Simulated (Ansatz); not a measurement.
```yaml
crystal:
  periodic: [false, false, false]
  atoms:
    - {symbol: C, position_ang: [0.026442, 0.624333, -1.057753]}
    - {symbol: Ge, position_ang: [0.372631, -0.728714, 0.281272]}
    - {symbol: F, position_ang: [1.905238, -0.294190, 0.997040]}
    - {symbol: Se, position_ang: [-1.254155, -0.796588, 1.962841]}
    - {symbol: H, position_ang: [-0.911182, 0.411406, -1.571680]}
    - {symbol: H, position_ang: [-0.039811, 1.601857, -0.579592]}
    - {symbol: H, position_ang: [0.843612, 0.636632, -1.780079]}
    - {symbol: H, position_ang: [0.551032, -2.165480, -0.229985]}
    - {symbol: H, position_ang: [-1.405307, 0.664544, 1.960837]}
basis:
  gaussian: {orbitals: def2-mTZVP, fitting: {mean_field: cc-pVTZ-jkfit}}
total_charge: -1
magnetization: {spin_polarized: true, initial_magnetization: 1}
hamiltonian: {xc: {name: r2SCAN}}
accuracy: high
output: {forces: true}
```

```sh
$ ansatz run in.yaml --threads 4 --pin off --events-out ev --progress --plain --max-ram 10444MiB
```

Output, abridged:

```
Functional definition: r2SCAN
722 factors; integrals over basis functions are off by at most 1.2e-1 eV
mean field evaluation 1: about -125697.2937 eV, gradient 3.6e1 eV
mean field evaluation 2: about -125688.7342 eV, gradient 5.4e1 eV
mean field evaluation 4: about -125702.4175 eV, gradient 6.7e0 eV
mean field evaluation 8: about -125702.7060 eV, gradient 2.1e-1 eV
mean field evaluation 16: about -125702.7123 eV, gradient 2.8e-3 eV
mean field evaluation 32: about -125702.7123 eV, gradient 7.1e-8 eV
mean field -125702.71230203 eV, -4619.4894727410 hartree, gradient 7.2e-8 eV, S^2 0.753132; 8 other end points of the search recorded, 0 dependent functions left out
reference -125702.71230487 eV, -4619.4894728454 hartree; 44, 43 occupied and 81, 82 virtual orbitals, 722 factors
Total energy: -125702.71230487 eV, -4619.4894728454 hartree
Atom 0 at     0.026442     0.624333    -1.057753 Å, force     0.282088     0.609657    -1.086827 eV/Å
Atom 1 at     0.372631    -0.728714     0.281272 Å, force    -1.163742     0.116830     0.572786 eV/Å
Atom 2 at     1.905238    -0.294190     0.997040 Å, force     1.725295     0.395639     0.254553 eV/Å
Atom 3 at    -1.254155    -0.796588     1.962841 Å, force    -1.124384    -3.438379     1.383336 eV/Å
Atom 4 at    -0.911182     0.411406    -1.571680 Å, force    -0.044444     0.037761    -0.062051 eV/Å
Atom 5 at    -0.039811     1.601857    -0.579592 Å, force    -0.069820     0.046860     0.074732 eV/Å
Atom 6 at     0.843612     0.636632    -1.780079 Å, force     0.031428     0.209397    -0.275011 eV/Å
Atom 7 at     0.551032    -2.165480    -0.229985 Å, force     0.119263    -0.622581    -0.293159 eV/Å
Atom 8 at    -1.405307     0.664544     1.960837 Å, force     0.244317     2.644816    -0.568359 eV/Å
Dipole moment:     0.180185     0.131932    -0.642893 e Å
```

Hardware: 4 threads of an Arm Neoverse V1 on a shared host. Wall time 28 s, peak host memory 0.48 GiB.
